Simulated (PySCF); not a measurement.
Dipole moment and polarisability of `C#CP(C)C(C)C`

Compound: C6H11P.
Structure used (GFN2-xTB), in Å, numbered top down from 1:
```
atom  x, y, z in Å
C1     3.088   -0.530   -0.511
C2     1.990   -0.059   -0.646
P3     0.405    0.643   -1.004
C4     0.608    2.150    0.063
C5    -0.575   -0.439    0.189
C6    -1.995    0.098    0.340
C7    -0.595   -1.868   -0.343
H8     4.042   -0.943   -0.351
H9     0.851    1.879    1.090
H10   -0.307    2.739    0.043
H11    1.414    2.755   -0.351
H12   -0.072   -0.423    1.164
H13   -2.483    0.152   -0.632
H14   -1.998    1.091    0.784
H15   -2.580   -0.562    0.979
H16    0.419   -2.251   -0.455
H17   -1.138   -2.521    0.339
H18   -1.084   -1.904   -1.315
```

Level: CAM-B3LYP/def2-SVPD (PySCF), static field, nuclei fixed, core orbitals frozen in the response. The polarisability tensor in these axes (au):

```
x   115.00  -4.22  -3.70
y    -4.22  97.43   1.06
z    -3.70   1.06  77.92
```

Q: Give the principal values, the mean and the anisotropy Δα = √{½[(α1 − α2)² + (α2 − α3)² + (α1 − α3)²]}.

A: Principal values 77.53, 96.47 and 116.34 au; mean 96.78 au = 14.34 Å³ = 15.96 × 10⁻⁴⁰ C²·m²/J; Δα = 33.62 au (35 % of the mean).

Q: What is the dipole moment, and where does it point?

A: (-0.29, 0.08, 1.31) D, 1.34 D in size, pointing from the negative to the positive side. Measured along this direction, the outermost atoms are H8, C1 and H18 at the negative end and H15 at the positive end.

Q: Molar refractivity from α?

A: Lorentz–Lorenz: R = (4π/3)N_A α = 2.5225 cm³/(mol·Å³) × 14.34 Å³ = 36.2 cm³/mol, in the limit of long wavelengths.

Q: Refractivity n − 1 of an ideal gas of it at 350 K and 1 atm, from the electronic α?

A: N = p/kT = 2.0968 × 10¹⁹ cm⁻³, so n − 1 = 2π × N × 14.34 × 10⁻²⁴ cm³ = 1889 × 10⁻⁶ at long wavelengths.

Q: Directions of the eigenvectors, and the extent of the frame along each?

A: Largest value along (0.97, -0.22, -0.10), where the nuclei span 6.64 Å; middle along (0.22, 0.97, 0.01), 5.71 Å; least along (0.09, -0.03, 0.99), 2.51 Å. The response follows the extents in order.

Q: Give the eigenvalues of the traceless quadrupole moment Θ = ½Σq(3rr − r²1), origin at the centre of nuclear charge.

A: -5.50, 0.14, 5.36 D·Å. The values depend on the origin, since the dipole doesn't vanish. The electronic extent ⟨r²⟩ about the same centre is 1051 bohr², a root-mean-square distance of 2.18 Å for the 62 electrons.

Isolated species at its GFN2-xTB geometry (one conformer only).
